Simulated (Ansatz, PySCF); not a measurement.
System: dimethoxy(methyl)borane, C3H9BO2 (charge 0, singlet). 
Structure (B3LYP-D3(BJ)/def2-TZVP (Ansatz, a first-principles code) minimum search):
SMILES: CB(OC)OC
```xyz
15

B     -0.0105    -0.0186    -0.0022
C      0.3088     1.5174     0.1851
O     -1.2676    -0.5473    -0.0467
C     -2.4441     0.2312     0.0714
O      0.9749    -0.9555    -0.1368
C      2.3499    -0.6213    -0.1187
H      0.8951     1.8960    -0.6577
H     -0.5748     2.1472     0.2795
H      0.9251     1.6785     1.0748
H     -3.2933    -0.4471     0.0010
H     -2.4892     0.7489     1.0332
H     -2.5198     0.9703    -0.7305
H      2.9146    -1.5440    -0.2443
H      2.6090     0.0614    -0.9328
H      2.6395    -0.1598     0.8294
```

Quantity: atomisation energy (electronic, to ground-state atoms), in kJ/mol. Valence correlation only, unless marked. UHF or UKS for open shells. Spin-orbit coupling is left out. Non-relativistic. The coupled-cluster limit lacks core correlation, which all-electron functionals hold. Basis-set limits of correlation are two-point, X^-3; Hartree-Fock from the larger set. The bracket is a focal-point correction in the basis named.

| level | program | atomisation energy (kJ/mol) | minus last row | rough core time |
|---|---|---|---|---|
| HF/aug-cc-pVDZ | Ansatz | 4458.2 | -1616.9 | - |
| HF-D3(BJ)/def2-TZVPD | PySCF + dftd3 | 4726.7 | -1348.4 | - |
| SVWN5/def2-TZVPD | Ansatz | 6942.0 | 866.9 | under 20 s |
| PBE0-D3(BJ)/def2-TZVP | Ansatz + dftd3 | 6090.5 | 15.4 | under 20 s |
| PBE0-D3(BJ)/def2-TZVPD | Ansatz + dftd3 | 6089.9 | 14.8 | under 20 s |
| BHLYP-D4/def2-TZVPD | Ansatz + dftd4 | 5911.6 | -163.5 | 22 s |
| TPSSh-D3(BJ)/def2-TZVPD | PySCF + dftd3 | 6084.1 | 9.0 | - |
| MP2/STO-3G | Ansatz | 6062.1 | -13.0 | - |
| MP2/6-31G | Ansatz | 5217.7 | -857.4 | - |
| SCS-MP2/STO-3G | Ansatz | 6091.4 | 16.3 | - |
| SCS-MP2/6-31G | Ansatz | 5213.1 | -862.0 | - |
| SCS-MP2/6-31G* | Ansatz | 5614.4 | -460.7 | - |
| SCS-MP2/aug-cc-pVDZ | Ansatz | 5742.4 | -332.7 | - |
| SCS-MP2/cc-pVTZ | Ansatz | 6001.4 | -73.7 | - |
| CCSD/STO-3G | Ansatz | 6120.8 | 45.7 | - |
| CCSD/aug-cc-pVDZ | Ansatz | 5623.1 | -452.0 | - |
| CCSD/cc-pVDZ | Ansatz | 5583.8 | -491.3 | - |
| CCSD(T)/STO-3G | Ansatz | 6139.9 | 64.8 | under 20 s |
| CCSD(T)/cc-pVTZ | Ansatz | 5936.5 | -138.6 | 8 min |
| RI-MP2/CBS(cc-pVTZ,cc-pVQZ)+[CCSD(T)-MP2]/cc-pVDZ | Ansatz | 6084.0 | 8.9 | 70 s |
| RI-MP2/CBS(cc-pVTZ,cc-pVQZ)+[CCSD(T)-MP2]/cc-pVTZ | Ansatz | 6075.1 | 0.0 | 9 min |

Core times are rough, on shared machines, summed over the molecules involved; a dash marks a level read off another run, or run on other hardware, by another program or under a memory cap.
